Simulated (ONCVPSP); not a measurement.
What the settings do to the ONCV potential of lutetium (Lu)

Base potential:

- Element: lutetium (Lu)
- Generator: ONCVPSP 4.0.1
- Type: optimised norm-conserving Vanderbilt (ONCV)
- Functional: LDA (Perdew-Zunger)
- Relativity: non-relativistic
- Frozen core: [Kr] 4d10 5s2
- Valence charge: 23
- Reference configuration: 4f14 5p6 5d1 6s2
- Partial waves: 6s: rc 3.45 bohr, ncon 3, nbas 6, qcut 1.7 1/bohr, 2 projectors, debl 2.6 Ha; 5p: rc 1.35 bohr, ncon 4, nbas 8, qcut 6.4 1/bohr, 1 projector; 5d: rc 3.45 bohr, ncon 5, nbas 10, qcut 4.4 1/bohr, 1 projector; 4f: rc 0.80 bohr, ncon 4, nbas 8, qcut 17.8 1/bohr, 1 projector
- Local potential: polynomial inside 0.65 bohr (lpopt 5, dvloc0 4 Ha)
- Core correction: polynomial model core, fcfact 0.5

Cutoffs, loose and tight: the cutoffs (Ha) at which the residual kinetic energy of the hardest occupied pseudo-wave falls to 1 and 0.1 mHa per electron. They do not see the model core or the augmentation charge, which bear on the density cutoff. Test errors are all-electron minus pseudo excitation energies from the reference, over the configurations 4f14 5p6 5d1 6s1; 4f14 5p6 5d1 6s0; 4f14 5p6 5d0 6s0; 4f13 5p6 5d2 6s2. A dash means not determined; rows that change the core or the reference have their own tests. The largest error is taken over the tests solved by every variant that gives reliable tests at all: 4f13 5p6 5d2 6s2; 4f14 5p6 5d1 6s0; 4f14 5p6 5d1 6s1.

A true bound ghost makes a file unfit for plane-wave use even where its test errors are small: the radial tests pick states by their node count and pass the ghost by.

| change | outcome | cutoff, loose | cutoff, tight | bound ghosts | GHOST(+) flags above zero | largest test error (meV) |
| --- | --- | --- | --- | --- | --- | --- |
| base | generated | 258 Ha | 432 Ha | s, p | s, d | -610 |
| core correction polynomial model core, fcfact 0.96 | generated | 258 Ha | 432 Ha | s, p | s, d | -615 |
| all radii but the core radius scaled by about 1.34 (s 4.62, p 1.80, d 4.62, f 1.08 bohr); local potential polynomial inside 0.88 bohr (lpopt 5, dvloc0 4 Ha) | generated | 126 Ha | 138 Ha | s, p | s, d | -244 |

Task: What comes out with this change to the base: scalar-relativistic?

Result: outcome: generated; cutoff, loose: 222 Ha; cutoff, tight: 430 Ha; bound ghosts: s, p; GHOST(+) flags above zero: s, d; largest test error (meV): -392.
